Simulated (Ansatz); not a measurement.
The first iterations of a band of C3H8Si2 (13 atoms, charge 0, multiplicity 1).

Level of theory: Ansatz 0.2.0, RKS PBE0/cc-pVDZ.

- movable images: 5
- climbing image: yes
- spring: 5.0 eV/Å²
- optimiser: quadratic models (default)
- start path: through a guess of the saddle point
- force threshold: 0.05 eV/Å
- iteration limit: 60
- end points: relaxed

Initial state:

```xyz
13
Properties=species:S:1:pos:R:3
C -2.080 1.582 0.043
C -1.073 0.961 -0.233
C 0.124 0.192 -0.505
Si 1.478 0.619 0.775
Si -0.293 -1.674 -0.534
H -2.968 2.136 0.275
H 0.527 0.449 -1.502
H 1.767 2.087 0.731
H 2.725 -0.146 0.446
H 1.006 0.238 2.143
H -0.789 -2.093 0.814
H -1.347 -1.938 -1.564
H 0.944 -2.450 -0.875
```

Final state:

```xyz
13
Properties=species:S:1:pos:R:3
C -2.081 1.538 0.375
C -1.113 0.943 -0.054
C 0.046 0.204 -0.511
Si 1.562 0.634 0.572
Si -0.337 -1.669 -0.526
H -2.936 2.069 0.742
H 0.299 0.490 -1.549
H 1.813 2.109 0.522
H 2.763 -0.095 0.049
H 1.300 0.214 1.984
H -1.522 -1.933 -1.401
H 0.853 -2.410 -1.059
H -0.626 -2.129 0.869
```

| iteration | highest image above the first end (eV) | largest band force component (eV/Å) |
| --- | --- | --- |
| 1 | 1.497 | 9.806 |
| 2 | 0.262 | 1.856 |

**Question.** Does the band converge within its limit, and where does its top end?

**Answer.** The run converged. It ended after 6 iterations with the highest image 0.076 eV above the first end. A vibrational analysis at the climbing image gives one clearly imaginary mode, 130i cm⁻¹: a first-order saddle point.

The run took 85 s on 2 threads of Intel(R) Xeon(R) Platinum 8559C (Emerald Rapids), with other jobs on the host, peak memory 0.31 GiB.
